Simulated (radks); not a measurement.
Results of a calculation; reference values are marked as such.
Task: Species: I2+. Configuration: [Kr] 4d10 5s2 5p3. Level of theory: scalar-relativistic Kohn-Sham, LDA (Slater exchange, Perdew-Wang correlation), spin-unpolarised, spherical densities, finite nucleus; Fermi nuclear charge, rms radius 4.75 fm (a radial shooting solver on a logarithmic mesh with Libxc functionals). Some entries of the table are withheld. Estimate them.

orbital,occ.,eigenvalue (hartree),<r^2> (bohr^2),r(max) (bohr)
1s,2,-1211.496,0.001006,0.01756
2s,2,-187.8610,0.01622,0.09922
2p,6,-168.7957,0.01283,0.07950
3s,2,-38.50158,0.1131,0.2860
3p,6,(1),0.1132,0.2796
3d,10,-23.03489,(2),0.2315
4s,2,-7.37166,0.6188,0.6801
4p,6,-5.43017,0.7149,(3)
4d,10,-2.59706,(4),0.7776
5s,2,-1.33473,3.930,(5)
5p,3,-0.90862,5.474,1.925
6s,0,-0.40303,20.58,3.994
4f,0,-0.19147,22.40,(6)

Result: 
(1) 3p eigenvalue (hartree): -32.32121
(2) 3d <r^2> (bohr^2): 0.09871
(3) 4p r(max) (bohr): 0.7145
(4) 4d <r^2> (bohr^2): 0.9890
(5) 5s r(max) (bohr): 1.666
(6) 4f r(max) (bohr): 3.496
